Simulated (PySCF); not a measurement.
Species: HGe(SnH3)3.
Bonds: Ge1–Sn2, Ge1–Sn3, Ge1–Sn4. Hydrogens: H5 on Ge1; H6, H7, H8 on Sn2; H9, H10, H11 on Sn3; H12, H13, H14 on Sn4.

Computed, not measured: PBE0-D3(BJ)/def2-SVP geometry optimisation, gas phase, def2 core potentials past Kr in PySCF 2.14.0.

Question: How far are the bound atoms from Sn2?

Answer: 4 atoms: H8 1.715 Å, H7 1.715 Å, H6 1.715 Å, Ge1 2.608 Å. The nearest atom not counted as bound is H5, at 3.41 Å.

Question: List the angles at Sn2.

Answer: 
```
     angle  degrees  distance of the outer atoms (Å)
Ge1–Sn2–H8    110.7                             3.59
Ge1–Sn2–H6    110.2                             3.58
Ge1–Sn2–H7    109.6                             3.57
 H6–Sn2–H8    108.9                             2.79
 H7–Sn2–H8    108.7                             2.79
 H6–Sn2–H7    108.7                             2.79
```

Question: What is the shape at Sn2?

Answer: Tetrahedral: angles from 108.7° to 110.7°; τ4 = (360° − α − β)/141° = 0.99 with α and β the two widest (0 for a square, 1 for a tetrahedron).

Question: What are the other bond lengths?

Answer: Ge1–H5 1.547 Å.

Question: Give some angles away from the centre.

Answer: Sn2–Ge1–Sn3 111.6°.

Charge 0, singlet. Whether it is a minimum is left open (no frequencies).
